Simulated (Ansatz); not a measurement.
Basis-set extrapolation for C3H4F4O, SMILES `FCOC(F)C(F)F` (PBE0-D4/def2-TZVP geometry, frozen core, the Gaussian-basis code of Ansatz). Multiplicity 1, RHF reference.

|  | def2-TZVPP | def2-QZVPP |
| --- | --- | --- |
| HF | -588.799760 | -588.825388 |
| MP2 correlation | -1.714057 | -1.862698 |
| CCSD(T) correlation | -1.796552 | not run |

Energies in hartree. Use E(X) = E(∞) + A·exp(−7.88·√X) for Hartree–Fock and E(X) = E(∞) + B·X^(−2.97) for correlation, with X = 3 and 4, and add CCSD(T) minus MP2 of the smaller set to the MP2 limit.

**Question.** What is the CCSD(T) energy at the basis-set limit?

**Answer.** HF limit: -588.825388 + (-0.025628) × 0.13774 = -588.82892. MP2 limit: -1.862698 + (-0.148641) × 0.74074 = -1.97280. Higher-order term: -1.796552 − (-1.714057) = -0.08249. Total: -590.88421 hartree, 180.7 kcal/mol below CCSD(T)/def2-TZVPP.
